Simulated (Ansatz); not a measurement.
Ansatz (a quantum-chemistry and plane-wave program) input for Si(CCH)2(H)(Me) (C5H6Si), SMILES C#C[SiH](C)C#C, PBE-D3(BJ)/def2-SVP. 

Ansatz 0.2 input:
```yaml
crystal:
  periodic: [false, false, false]
  atoms:
    - {symbol: Si, position_ang: [0.47190908, 0.38554292, 0.00000000]}
    - {symbol: C, position_ang: [-0.45125951, 2.01823179, -0.00000001]}
    - {symbol: C, position_ang: [0.03035990, -0.58914887, -1.49598740]}
    - {symbol: C, position_ang: [-0.26851985, -1.21349323, -2.49721529]}
    - {symbol: C, position_ang: [0.03035990, -0.58914886, 1.49598741]}
    - {symbol: C, position_ang: [-0.26851985, -1.21349323, 2.49721529]}
    - {symbol: H, position_ang: [1.94389234, 0.60625789, -0.00000000]}
    - {symbol: H, position_ang: [-0.19195071, 2.60611097, -0.89453815]}
    - {symbol: H, position_ang: [-1.53822846, 1.84408794, 0.00000000]}
    - {symbol: H, position_ang: [-0.19195071, 2.60611097, 0.89453816]}
    - {symbol: H, position_ang: [-0.53150658, -1.76892712, -3.37905273]}
    - {symbol: H, position_ang: [-0.53150658, -1.76892712, 3.37905274]}
basis:
  gaussian:
    orbitals: def2-SVP
hamiltonian:
  xc: pbe
  dispersion: d3bj
relax: {f_tol: 0.002, max_steps: 200}
```

Output:

```
Functional definition: PBE
integrals: 0.06 GiB planned
1334 factors; their error is unknown
mean field: 0.34 GiB planned
mean field evaluation 1: about -13125.2677 eV, gradient 7.3e1 eV
mean field evaluation 2: about -13114.0373 eV, gradient 9.4e1 eV
mean field evaluation 4: about -13139.1731 eV, gradient 1.4e1 eV
mean field evaluation 8: about -13139.6425 eV, gradient 1.6e-1 eV
mean field evaluation 16: about -13139.5824 eV, gradient 4.6e-4 eV
mean field -13139.58242974 eV, -482.8707479642 hartree, gradient 2.0e-5 eV, S^2 0.000000; 0 other end points of the search recorded, 0 dependent functions left out
the calculation of the forces begins
reference -13139.58247005 eV, -482.8707494453 hartree; 25, 25 occupied and 93, 93 virtual orbitals, 1334 factors
relax step   1: F+E_penalty+E_count = -13139.85510968 eV  Δ(F+E_penalty+E_count) = +0.000e0 eV  max|allowed force component| = 8.753e-1 eV/Å  Δτ_max = 0.0000 Å  (31 SCF iters, accepted)
these checks for a lower state are left out or cut short: starts, cluster_reference, orbital_swaps, neighbouring_geometries, increment
integrals: 0.06 GiB planned
1334 factors; their error is unknown
mean field: 0.34 GiB planned
mean field -13139.60302483 eV, -482.8715048195 hartree, gradient 1.4e-5 eV, S^2 0.000000; 0 other end points of the search recorded, 0 dependent functions left out
the calculation of the forces begins
reference -13139.60306533 eV, -482.8715063079 hartree; 25, 25 occupied and 93, 93 virtual orbitals, 1334 factors
relax step   2: F+E_penalty+E_count = -13139.87461401 eV  Δ(F+E_penalty+E_count) = -1.950e-2 eV  max|allowed force component| = 6.668e-2 eV/Å  Δτ_max = 0.0187 Å  (31 SCF iters, accepted)
these checks for a lower state are left out or cut short: starts, cluster_reference, orbital_swaps, neighbouring_geometries, increment
integrals: 0.06 GiB planned
1334 factors; their error is unknown
mean field: 0.34 GiB planned
mean field evaluation 32: about -13139.6038 eV, gradient 2.1e-4 eV
mean field -13139.60376560 eV, -482.8715320426 hartree, gradient 1.4e-5 eV, S^2 0.000000; 0 other end points of the search recorded, 0 dependent functions left out
the calculation of the forces begins
reference -13139.60380614 eV, -482.8715335323 hartree; 25, 25 occupied and 93, 93 virtual orbitals, 1334 factors
relax step   3: F+E_penalty+E_count = -13139.87513240 eV  Δ(F+E_penalty+E_count) = -5.184e-4 eV  max|allowed force component| = 1.073e-2 eV/Å  Δτ_max = 0.0033 Å  (25 SCF iters, accepted)
these checks for a lower state are left out or cut short: starts, cluster_reference, orbital_swaps, neighbouring_geometries, increment
integrals: 0.06 GiB planned
1334 factors; their error is unknown
mean field: 0.34 GiB planned
mean field -13139.60382552 eV, -482.8715342447 hartree, gradient 6.2e-5 eV, S^2 0.000000; 0 other end points of the search recorded, 0 dependent functions left out
the calculation of the forces begins
reference -13139.60386606 eV, -482.8715357344 hartree; 25, 25 occupied and 93, 93 virtual orbitals, 1334 factors
relax step   4: F+E_penalty+E_count = -13139.87514169 eV  Δ(F+E_penalty+E_count) = -9.287e-6 eV  max|allowed force component| = 3.193e-3 eV/Å  Δτ_max = 0.0008 Å  (21 SCF iters, accepted)
these checks for a lower state are left out or cut short: starts, cluster_reference, orbital_swaps, neighbouring_geometries, increment
integrals: 0.06 GiB planned
1334 factors; their error is unknown
mean field: 0.34 GiB planned
mean field -13139.60382311 eV, -482.8715341558 hartree, gradient 8.1e-5 eV, S^2 0.000000; 0 other end points of the search recorded, 0 dependent functions left out
the calculation of the forces begins
reference -13139.60386364 eV, -482.8715356455 hartree; 25, 25 occupied and 93, 93 virtual orbitals, 1334 factors
relax step   5: F+E_penalty+E_count = -13139.87514212 eV  Δ(F+E_penalty+E_count) = -4.363e-7 eV  max|allowed force component| = 2.223e-3 eV/Å  Δτ_max = 0.0008 Å  (20 SCF iters, accepted)
these checks for a lower state are left out or cut short: starts, cluster_reference, orbital_swaps, neighbouring_geometries, increment
integrals: 0.06 GiB planned
1334 factors; their error is unknown
mean field: 0.34 GiB planned
mean field -13139.60383437 eV, -482.8715345696 hartree, gradient 2.9e-5 eV, S^2 0.000000; 0 other end points of the search recorded, 0 dependent functions left out
the calculation of the forces begins
reference -13139.60387490 eV, -482.8715360593 hartree; 25, 25 occupied and 93, 93 virtual orbitals, 1334 factors
relax step   6: F+E_penalty+E_count = -13139.87514306 eV  Δ(F+E_penalty+E_count) = -9.366e-7 eV  max|allowed force component| = 1.250e-3 eV/Å  Δτ_max = 0.0003 Å  (20 SCF iters, accepted)
integrals: 0.06 GiB planned
1334 factors; their error is unknown
mean field: 0.34 GiB planned
mean field evaluation 64: about -13139.6038 eV, gradient 1.1e-2 eV
mean field -13139.60383437 eV, -482.8715345696 hartree, gradient 2.9e-5 eV, S^2 0.000000; 1 other end points of the search recorded, 0 dependent functions left out
the calculation of the forces begins
reference -13139.60387490 eV, -482.8715360593 hartree; 25, 25 occupied and 93, 93 virtual orbitals, 1334 factors
Total energy: -13139.87518359 eV, -482.8815064698 hartree
Atom 0 at     0.469816     0.386716    -0.000000 Å, force    -0.000430     0.000542     0.000000 eV/Å
Atom 1 at    -0.453561     2.026490    -0.000000 Å, force     0.001033    -0.001250    -0.000000 eV/Å
Atom 2 at     0.030181    -0.590784    -1.498623 Å, force    -0.000218    -0.000219     0.000578 eV/Å
Atom 3 at    -0.269255    -1.220837    -2.510061 Å, force     0.000133     0.000255    -0.000360 eV/Å
Atom 4 at     0.030181    -0.590784     1.498623 Å, force    -0.000218    -0.000219    -0.000578 eV/Å
Atom 5 at    -0.269255    -1.220837     2.510061 Å, force     0.000133     0.000255     0.000360 eV/Å
Atom 6 at     1.956065     0.608619    -0.000000 Å, force     0.000186    -0.000147     0.000000 eV/Å
Atom 7 at    -0.189703     2.615974    -0.900760 Å, force    -0.000259     0.000293     0.000000 eV/Å
Atom 8 at    -1.547589     1.852376     0.000000 Å, force    -0.000228     0.000195     0.000000 eV/Å
Atom 9 at    -0.189703     2.615974     0.900760 Å, force    -0.000259     0.000293    -0.000000 eV/Å
Atom 10 at    -0.532050    -1.779851    -3.398915 Å, force     0.000063     0.000001     0.000018 eV/Å
Atom 11 at    -0.532050    -1.779851     3.398915 Å, force     0.000063     0.000001    -0.000018 eV/Å
Dipole moment:    -0.133119     0.064939    -0.000000 e Å
```

The run converged.
